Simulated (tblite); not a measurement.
Problem. Give a GFN2-xTB geometry of `Clc1ccoc1-c1ccc(-c2ccco2)o1`.

Solution. 
```xyz
23
C12H7ClO3 angstrom
Cl     1.587    2.459   -1.135
C      2.698    1.276   -0.616
C      4.109    1.347   -0.706
C      4.564    0.182   -0.171
O      3.547   -0.594    0.239
C      2.397    0.064   -0.027
C      1.144   -0.539    0.312
C      0.863   -1.753    0.900
C     -0.537   -1.829    0.992
C     -1.023   -0.658    0.456
C     -2.366   -0.188    0.287
C     -2.845    0.983   -0.251
C     -4.251    0.908   -0.158
C     -4.526   -0.292    0.424
O     -3.395   -0.964    0.698
O     -0.003    0.125    0.043
H      4.683    2.153   -1.112
H      5.556   -0.199   -0.032
H      1.580   -2.481    1.217
H     -1.122   -2.629    1.395
H     -2.255    1.780   -0.654
H     -4.958    1.644   -0.480
H     -5.451   -0.766    0.687
```

Any rigid rotation of these coordinates is as good. Atoms count from 1 in this order. The 5-membered ring C7–C8–C9–C10–O16 has internal angles of 106.2° to 110.2°; it is planar, 0.00 Å rms from its mean plane, widest ring torsion 0°. The 5-membered ring C11–C12–C13–C14–O15 has internal angles of 106.0° to 110.9°; it is planar, 0.00 Å rms from its mean plane, widest ring torsion 0°. The 16 heavy atoms lie in one plane (0.001 Å rms). The 5-membered ring C2–C3–C4–O5–C6 has internal angles of 105.4° to 111.2° (sum 540°, against 540° for a flat polygon); it is planar, 0.00 Å rms from its mean plane, widest ring torsion 0°.

Bonds between heavy atoms (Å): Cl1–C2 1.703, C2–C3 1.415, C3–C4 1.360, C4–O5 1.344, O5–C6 1.352, C6–C7 1.431, C7–C8 1.377, C8–C9 1.404, C9–C10 1.377, C10–C11 1.433, C11–C12 1.374, C12–C13 1.411, C13–C14 1.362, C14–O15 1.343, C10–O16 1.351, C2–C6 1.381, C7–O16 1.352, C11–O15 1.353.

Structure optimised with GFN2-xTB, isolated species.

Point group: Cs (every atom within 0.08 Å of its image). Its GFN2-xTB frequencies are all real (lowest 31 cm⁻¹). One conformer, not necessarily the lowest (O5–C6–C7–C8 0°, C9–C10–C11–C12 180°).

These are computed values.
